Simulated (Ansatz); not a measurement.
Input for Ansatz (a first-principles code): R-CCSD(T)/aug-cc-pVTZ on CH4 (SMILES C).

Ansatz 0.2 input:
```yaml
crystal:
  periodic: [false, false, false]
  atoms:
    - {symbol: C, position_ang: [0.00000000, 0.00000000, -0.00000000]}
    - {symbol: H, position_ang: [0.62892441, 0.62892441, 0.62892441]}
    - {symbol: H, position_ang: [-0.62892441, -0.62892441, 0.62892441]}
    - {symbol: H, position_ang: [0.62892442, -0.62892442, -0.62892441]}
    - {symbol: H, position_ang: [-0.62892442, 0.62892442, -0.62892441]}
basis:
  gaussian:
    orbitals: aug-cc-pVTZ
magnetization: {spin_polarized: false}
correlation: {method: ccsd_t, electrons: outside_noble_gas}
scf: {lower_state_search: off}
```

Program output:

```
WARN ansatz: RAYON_NUM_THREADS=4 ignored (pool sized by the plan → 4); use --threads N
Functional definition: HF
these checks for a lower state are left out or cut short: stability, starts, cluster_reference, orbital_swaps, neighbouring_geometries, increment
integrals: 0.28 GiB planned
757 factors; integrals over basis functions are off by at most 5.7e-4 eV
mean field: 0.20 GiB planned
mean field evaluation 1: about -1092.8185 eV, gradient 2.5e1 eV
mean field evaluation 2: about -1092.8185 eV, gradient 2.5e1 eV
mean field evaluation 4: about -1094.2544 eV, gradient 1.5e0 eV
mean field evaluation 8: about -1094.2668 eV, gradient 2.2e-4 eV
mean field -1094.26679267 eV, -40.2135629099 hartree, gradient 3.4e-7 eV, S^2 0.000000; 0 other end points of the search recorded, 0 dependent functions left out
1 core orbitals not correlated
reference -1094.26679267 eV, -40.2135629099 hartree; 4, 4 occupied and 133, 133 virtual orbitals, 757 factors
second order -5.46596209 eV of doubles, -0.00000000 eV of singles
coupled cluster: 0.56 GiB planned
cycle   1  -5.84648557 eV  change   -3.8e-1 eV  update   4.3e-2
cycle   2  -5.99260740 eV  change   -1.5e-1 eV  update   1.2e-2
cycle   3  -6.00878252 eV  change   -1.6e-2 eV  update   3.7e-3
cycle   4  -6.00850669 eV  change    2.8e-4 eV  update   8.3e-4
cycle   5  -6.00852361 eV  change   -1.7e-5 eV  update   1.9e-4
cycle   6  -6.00854445 eV  change   -2.1e-5 eV  update   5.6e-5
cycle   7  -6.00854973 eV  change   -5.3e-6 eV  update   1.2e-5
cycle   8  -6.00855418 eV  change   -4.5e-6 eV  update   3.0e-6
perturbative correction -0.17841859 eV, -0.0065567622 hartree
Total energy: -1100.45376544 eV, -40.4409299655 hartree
Checks for a lower state left out: stability, starts, cluster_reference, orbital_swaps, neighbouring_geometries, increment
```

The run converged.

Cost: roughly 5 core-seconds.
